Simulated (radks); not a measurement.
Values are calculated unless marked as measured or tabulated.
Radial electron density D(r) = 4 pi r^2 rho(r) of an atom or ion with 1 electrons. Code: a radial shooting solver on a logarithmic mesh with Libxc functionals. Model: scalar-relativistic Kohn-Sham, PBE, spin-polarised, spherical densities, point nucleus.

| r (bohr) | D(r) (e/bohr) |
|---|---|
| 0.07375 | 0.01932 |
| 0.08585 | 0.02554 |
| 0.09995 | 0.03363 |
| 0.1164 | 0.04406 |
| 0.1355 | 0.05741 |
| 0.1577 | 0.07432 |
| 0.1836 | 0.09548 |
| 0.2137 | 0.1216 |
| 0.2488 | 0.1533 |
| 0.2896 | 0.1909 |
| 0.3372 | 0.2344 |
| 0.3957 | 0.2860 |
| 0.4606 | 0.3389 |
| 0.5363 | 0.3928 |
| 0.6243 | 0.4440 |
| 0.7268 | 0.4874 |
| 0.8461 | 0.5173 |
| 0.985 | 0.5281 |
| 1.147 | 0.5155 |
| 1.335 | 0.4780 |
| 1.554 | 0.4179 |
| 1.809 | 0.3416 |
| 2.106 | 0.2589 |
| 2.472 | 0.1764 |
| 2.877 | 0.1111 |
| 3.35 | 0.06282 |
| 3.9 | 0.03134 |
| 4.54 | 0.01347 |
| 5.285 | 0.004849 |
| 6.153 | 0.001421 |

What is the nuclear charge?

Answer. Z = 1. The innermost maximum, from 1s, lies near gamma/Z bohr with gamma = sqrt(1 - (Z/c)^2) = 1.000, here 1 bohr (found: 0.985), and its height grows with Z. The density is that of neutral hydrogen in 1s1; the configuration itself is not fixed sharply by these data. D(r) has 1 maximum, at r = 0.985 bohr.
